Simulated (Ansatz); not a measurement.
Consider the redistribution: `O[SiH2]N[SiH2]Cl` + `O[SiH2]N[Si](O)(O)O` → `O[SiH](O)N[SiH2]Cl` + `O[SiH2]N[SiH](O)O`.

Calculated with Ansatz (gas phase, PBE0-D4/def2-TZVP geometries, no zero-point term in ΔE). CCSD(T)/CBS is the MP2 limit (def2-TZVPP, def2-QZVPP) plus CCSD(T) − MP2 in def2-TZVPP, frozen cores. Functionals use def2-TZVPP. B3LYP here is the variant with VWN-RPA as its local correlation; programs differ in this. One conformer a species, not always the lowest.

`O[SiH2]N[SiH2]Cl`:

Cartesian coordinates in Å:
```
O 0.299 -0.590 2.491
Si -0.052 -1.004 0.941
N -0.594 0.334 -0.009
Si 0.105 0.940 -1.447
Cl -0.608 0.019 -3.149
H 0.984 0.065 2.634
H 1.137 -1.522 0.219
H -1.111 -2.026 1.087
H -1.498 0.716 0.234
H -0.223 2.375 -1.595
H 1.561 0.692 -1.407
```

`O[SiH2]N[Si](O)(O)O`:

Cartesian coordinates in Å:
```
O 2.279 1.249 0.193
Si 1.848 -0.105 -0.631
N 0.467 -0.897 0.050
Si -1.073 -0.191 0.198
O -0.748 1.388 -0.131
O -2.223 -0.690 -0.849
O -1.733 -0.464 1.673
H 1.585 1.914 0.221
H 1.566 0.243 -2.047
H 2.991 -1.042 -0.527
H 0.617 -1.807 0.456
H -1.445 1.877 -0.570
H -2.951 -1.186 -0.474
H -1.180 -0.289 2.436
```

`O[SiH](O)N[SiH2]Cl`:

Cartesian coordinates in Å:
```
O -0.216 -2.314 -1.029
Si 0.081 -1.308 0.218
O -1.363 -0.869 0.853
N 0.886 0.159 -0.216
Si 0.205 1.724 -0.267
Cl -0.386 2.358 1.620
H -0.870 -2.049 -1.678
H 0.951 -2.087 1.120
H -1.373 -0.176 1.519
H 1.890 0.113 -0.314
H 1.224 2.684 -0.746
H -1.028 1.765 -1.079
```

`O[SiH2]N[SiH](O)O`:

Cartesian coordinates in Å:
```
O -1.405 1.707 0.163
Si -0.165 1.258 1.169
N 0.884 0.131 0.408
Si 0.354 -1.294 -0.391
O -1.280 -1.276 -0.396
O 1.067 -1.248 -1.870
H -1.171 2.258 -0.587
H 0.663 2.428 1.560
H -0.877 0.674 2.324
H 1.839 0.418 0.255
H 0.719 -2.565 0.270
H -1.709 -0.425 -0.534
H 1.081 -2.065 -2.371
```

| level | ΔE (kJ/mol) | difference from CCSD(T)/CBS |
| --- | --- | --- |
| PBE-D4 | -2.2 | -3.5 |
| r2SCAN-D4 | -0.3 | -1.6 |
| PBE0-D4 | 0.8 | -0.5 |
| B3LYP-D4 | -0.3 | -1.6 |
| ωB97X-V | 1.1 | -0.2 |
| ωB97M-V | 0.4 | -0.9 |
| B2PLYP | 1.8 | 0.5 |
| PBE | -0.5 | -1.8 |
| r2SCAN | -0.1 | -1.4 |
| PBE0 | 2.2 | 0.9 |
| B3LYP | 2.5 | 1.2 |
| HF/def2-TZVPP | 9.6 | 8.3 |
| MP2/def2-TZVPP | 1.0 | -0.3 |
| SCS-MP2/def2-TZVPP | 2.5 | 1.2 |
| CCSD/def2-TZVPP | 3.9 | 2.6 |
| CCSD(T)/def2-TZVPP | 2.3 | 1.0 |
| HF/def2-QZVPP | 9.7 | 8.4 |
| MP2/def2-QZVPP | 0.5 | -0.8 |
| SCS-MP2/def2-QZVPP | 2.1 | 0.8 |
| HF/CBS(def2) | 9.7 | 8.4 |
| MP2/CBS(def2) | 0.0 | -1.3 |
| CCSD/CBS(def2) | 2.9 | 1.6 |
| CCSD(T)/CBS | 1.3 | 0 |

Largest T1 diagnostic among the species: 0.012.

In def2-TZVPP, CCSD(T) changes the Hartree–Fock value by −7.3 kJ/mol (the triples alone add −1.6 kJ/mol) and MP2 by −8.6 kJ/mol.
